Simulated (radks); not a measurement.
The mean radii <r> (bohr) of the occupied orbitals of an atom or ion are listed with their occupations. All-electron calculation, Dirac Kohn-Sham, PBE, spin-unpolarised, spherical densities, point nucleus. Program: a radial shooting solver on a logarithmic mesh with Libxc functionals.

orbital      occ.      <r>
1s1/2           2  0.09681
2s1/2           2   0.4665
2p1/2     1.66667   0.4235
2p3/2     3.33333   0.4256
3s1/2           2    1.396
3p1/2    0.333333    1.476
3p3/2    0.666667    1.480

Name the element and its charge. Open shells, if any, are shared by 2j + 1.

Answer. Z = 16, sulfur, charge +4: S4+ in [He] 2s2 2p5 3s2 3p1. The 1s radius gives Z: for a bare nucleus <r> = (2 gamma + 1)/(2Z) with gamma = sqrt(1 - (Z/c)^2), 0.09332 bohr for Z = 16, and screening makes it slightly larger (0.09681 here). The occupations add up to 12, and the charge is Z minus that.
